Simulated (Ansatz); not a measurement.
Geometry optimisation of SnMe2 (C₂H₆Sn).

```yaml
crystal:
  periodic: [false, false, false]
  atoms:
    - {symbol: Sn, position_ang: [0.004570, 0.016780, -1.569630]}
    - {symbol: C, position_ang: [1.646850, -0.015650, -0.015360]}
    - {symbol: H, position_ang: [1.574300, -0.912720, 0.599410]}
    - {symbol: H, position_ang: [1.558260, 0.838000, 0.656210]}
    - {symbol: H, position_ang: [2.649450, 0.008040, -0.440140]}
    - {symbol: C, position_ang: [-1.646690, 0.014410, -0.022980]}
    - {symbol: H, position_ang: [-1.590800, 0.911940, 0.592950]}
    - {symbol: H, position_ang: [-1.546150, -0.837260, 0.649190]}
    - {symbol: H, position_ang: [-2.649800, -0.023540, -0.449640]}
basis:
  gaussian: {orbitals: def2-TZVP}
hamiltonian: {xc: pbe0, dispersion: d4}
scf: {lower_state_search: "off"}
output: {orbitals: {seedname: orbitals}}
relax: {f_tol: 0.02, max_steps: 100}
```

```sh
$ ansatz run in.yaml --threads 4 --pin off --events-out ev --progress --plain --max-ram 3916MiB
```

Output, abridged:

```
Functional definition: PBE0
mean field -8001.01732190 eV, -294.0319632954 hartree, gradient 1.2e-6 eV, S^2 0.000000; 0 other end points of the search recorded, 0 dependent functions left out
relax step   1: F+E_penalty+E_count = -8001.15391338 eV  Δ(F+E_penalty+E_count) = +0.000e0 eV  max|allowed force component| = 9.890e-1 eV/Å  Δτ_max = 0.0000 Å  (16 SCF iters, accepted)
mean field -8001.05668352 eV, -294.0334098082 hartree, gradient 2.3e-6 eV, S^2 0.000000; 0 other end points of the search recorded, 0 dependent functions left out
relax step   2: F+E_penalty+E_count = -8001.19733044 eV  Δ(F+E_penalty+E_count) = -4.342e-2 eV  max|allowed force component| = 5.500e-1 eV/Å  Δτ_max = 0.1198 Å  (19 SCF iters, accepted)
mean field -8001.07420962 eV, -294.0340538806 hartree, gradient 2.3e-6 eV, S^2 0.000000; 0 other end points of the search recorded, 0 dependent functions left out
relax step   3: F+E_penalty+E_count = -8001.21330586 eV  Δ(F+E_penalty+E_count) = -1.598e-2 eV  max|allowed force component| = 4.944e-1 eV/Å  Δτ_max = 0.0701 Å  (19 SCF iters, accepted)
mean field -8001.08527720 eV, -294.0344606069 hartree, gradient 1.4e-6 eV, S^2 0.000000; 0 other end points of the search recorded, 0 dependent functions left out
relax step   4: F+E_penalty+E_count = -8001.22463715 eV  Δ(F+E_penalty+E_count) = -1.133e-2 eV  max|allowed force component| = 9.526e-2 eV/Å  Δτ_max = 0.0270 Å  (20 SCF iters, accepted)
mean field -8001.08600368 eV, -294.0344873043 hartree, gradient 1.3e-6 eV, S^2 0.000000; 0 other end points of the search recorded, 0 dependent functions left out
relax step   5: F+E_penalty+E_count = -8001.22534031 eV  Δ(F+E_penalty+E_count) = -7.032e-4 eV  max|allowed force component| = 3.258e-3 eV/Å  Δτ_max = 0.0062 Å  (21 SCF iters, accepted)
Total energy: -8001.22537081 eV, -294.0396089520 hartree
Atom 0 at     0.003173     0.011591    -1.528500 Å, force    -0.000068    -0.000906    -0.001462 eV/Å
Atom 1 at     1.588308    -0.012661    -0.017287 Å, force    -0.001433     0.001426     0.001429 eV/Å
Atom 2 at     1.487316    -0.914116     0.596335 Å, force    -0.000871     0.000729    -0.001904 eV/Å
Atom 3 at     1.470003     0.846189     0.651359 Å, force    -0.000358    -0.001585    -0.001928 eV/Å
Atom 4 at     2.587982     0.009156    -0.451843 Å, force     0.002765     0.000146     0.003126 eV/Å
Atom 5 at    -1.588181     0.011674    -0.023626 Å, force     0.001590     0.000773     0.001469 eV/Å
Atom 6 at    -1.498490     0.913036     0.592132 Å, force     0.000963    -0.001162    -0.001499 eV/Å
Atom 7 at    -1.464292    -0.847135     0.643833 Å, force    -0.000032     0.000974    -0.002489 eV/Å
Atom 8 at    -2.585830    -0.017733    -0.462394 Å, force    -0.002556    -0.000396     0.003258 eV/Å
Dipole moment:    -0.000105    -0.000295     0.051047 e Å
Checks for a lower state left out: stability, starts, cluster_reference, orbital_swaps, neighbouring_geometries, increment
```

Run time 7 s (4 threads of Arm Neoverse V2 on a shared host).

In the def2 sets Sn takes a core potential; there is no spin–orbit coupling.
